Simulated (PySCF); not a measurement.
## Dipole response of Ta⁺ (tantalum, charge +1)

[Xe] 4f14 5d3 6s1, high-spin 5F determinant. Calculation: PySCF 2.14, in aug-cc-pwCVTZ-PP with ECP60MDF; scalar relativity through the core potential. Coupled (time-dependent) response in atomic units; α is the mean over directions.

```csv
method,mean α (bohr³),C₆ (like pair),S(−4)
PBE0,42.87,371.2,857.7
```

S(−4) is the Cauchy moment in α(ω) = α(0) + S(−4) ω² + …

Spin-orbit coupling is absent.

α(iu) at PBE0:

```json
{"u (hartree)": "0", "α(iu) (bohr³)": "42.87"}
{"u (hartree)": "0.0500", "α(iu) (bohr³)": "40.85"}
{"u (hartree)": "0.100", "α(iu) (bohr³)": "35.99"}
{"u (hartree)": "0.200", "α(iu) (bohr³)": "25.44"}
{"u (hartree)": "0.300", "α(iu) (bohr³)": "18.27"}
{"u (hartree)": "0.500", "α(iu) (bohr³)": "11.02"}
{"u (hartree)": "0.750", "α(iu) (bohr³)": "7.082"}
{"u (hartree)": "1.00", "α(iu) (bohr³)": "5.075"}
{"u (hartree)": "1.50", "α(iu) (bohr³)": "3.053"}
{"u (hartree)": "2.00", "α(iu) (bohr³)": "2.052"}
{"u (hartree)": "3.00", "α(iu) (bohr³)": "1.101"}
{"u (hartree)": "5.00", "α(iu) (bohr³)": "0.4570"}
```

A single London oscillator, α(iu) = α/(1 + u²/ω²), gives C₆ = (3/4) ω α². Matching the computed C₆ needs ω = 4 × 371.2 / (3 × 42.87²) = 0.269 hartree.

For an ion, C₆ is the dispersion term alone; charge-induced terms of lower order in 1/R come first.

Energies and moments cover only the electrons outside the core potential. Spin-orbit coupling, absent here, splits the open shell strongly.
